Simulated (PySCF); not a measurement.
Al(AsH2)2(F) (AlAs2FH4), SMILES [F][Al]([AsH2])[AsH2].

Geometry optimised at ωB97X-D3(BJ)/def2-SVP. The structure was generated by enumeration; whether it is a known compound was not checked.

Level of theory: TDA-LC-ωPBE/def2-SVPD (PySCF).

Vertical excitations. Isolated molecule, no solvent.

```csv
state,energy (eV),λ (nm),f,main pairs
S1,5.13,241,0.002,HOMO→LUMO 94 %
S2,5.98,207,0.245,"HOMO→LUMO+1 45 %, HOMO→LUMO+2 25 %, HOMO−1→LUMO 10 %"
S3,6.04,205,0.093,"HOMO→LUMO+1 37 %, HOMO→LUMO+3 21 %, HOMO→LUMO+2 17 %, HOMO→LUMO+4 6 %"
S4,6.28,197,0.013,"HOMO→LUMO+4 53 %, HOMO→LUMO+3 21 %, HOMO−1→LUMO+2 9 %"
S5,6.71,185,0.040,"HOMO−1→LUMO 39 %, HOMO→LUMO+3 23 %, HOMO→LUMO+2 11 %, HOMO→LUMO+4 11 %"
S6,6.81,182,0.025,"HOMO−1→LUMO+1 63 %, HOMO→LUMO+5 20 %"
S7,7.00,177,0.564,"HOMO−1→LUMO 41 %, HOMO→LUMO+2 20 %, HOMO→LUMO+3 12 %"
S8,7.35,169,0.002,"HOMO−2→LUMO 52 %, HOMO→LUMO+5 17 %, HOMO−1→LUMO+2 9 %"
S9,7.59,163,0.015,"HOMO−2→LUMO 25 %, HOMO−1→LUMO+3 21 %, HOMO−1→LUMO+4 9 %, HOMO−1→LUMO+2 9 %"
S10,7.68,162,0.329,"HOMO→LUMO+6 38 %, HOMO−2→LUMO+1 13 %, HOMO→LUMO+8 9 %, HOMO→LUMO+2 9 %"
T1,4.49,276,0,HOMO→LUMO 92 %
T2,5.00,248,0,"HOMO→LUMO+1 40 %, HOMO→LUMO+2 35 %, HOMO−1→LUMO 7 %, HOMO→LUMO+3 6 %"
T3,5.49,226,0,"HOMO→LUMO+3 24 %, HOMO→LUMO+2 19 %, HOMO−1→LUMO 13 %, HOMO−1→LUMO+4 13 %"
T4,5.58,222,0,"HOMO→LUMO+4 38 %, HOMO→LUMO+3 16 %, HOMO−1→LUMO+2 16 %, HOMO−1→LUMO+6 7 %"
```
Triplets are in the Tamm–Dancoff approximation.
